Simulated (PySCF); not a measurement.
PySCF 2.14 output of an unrestricted r2SCAN calculation on a single atom or ion in jorge-DZP-DKH (8s6p2d1f, 43 functions), with the spin-free X2C one-electron Hamiltonian (Gaussian nucleus):

```
SCF conv_tol = 1e-09
number electrons alpha = 15  beta = 12
    J. W. Furness, A. D. Kaplan, J. Ning, J. P. Perdew, and J. Sun.,  J. Phys. Chem. Lett. 11, 8208-8215 (2020)
    J. W. Furness, A. D. Kaplan, J. Ning, J. P. Perdew, and J. Sun.,  J. Phys. Chem. Lett. 11, 9248-9248 (2020)
    J. W. Furness, A. D. Kaplan, J. Ning, J. P. Perdew, and J. Sun.,  J. Phys. Chem. Lett. 11, 8208-8215 (2020)
    J. W. Furness, A. D. Kaplan, J. Ning, J. P. Perdew, and J. Sun.,  J. Phys. Chem. Lett. 11, 9248-9248 (2020)
cycle= 1 E= -1392.99834036934  delta_E= -0.00886  |g|= 0.112  |ddm|= 0.259
cycle= 2 E= -1392.99580637827  delta_E= 0.00253  |g|= 0.163  |ddm|= 0.139
cycle= 3 E= -1393.00045028307  delta_E= -0.00464  |g|= 0.00196  |ddm|= 0.0814
cycle= 4 E= -1393.00045100484  delta_E= -7.22e-07  |g|= 0.000313  |ddm|= 0.00138
cycle= 5 E= -1393.00045103205  delta_E= -2.72e-08  |g|= 5.48e-05  |ddm|= 0.000353
cycle= 6 E= -1393.00045103275  delta_E= -7e-10  |g|= 1.06e-06  |ddm|= 5.13e-05
converged SCF energy = -1393.00045103275  <S^2> = 3.7536277  2S+1 = 4.0018135
```

The run itself started from symmetry-adapted Hartree-Fock orbitals and held the occupation by maximum overlap, on a logarithmic radial grid, so the iterations belong to that start.

Problem. Which element, charge and spin multiplicity is this?

Solution. Co (cobalt, neutral), multiplicity 4; the state was [Ar] 3d7 4s2, high-spin 4F determinant.
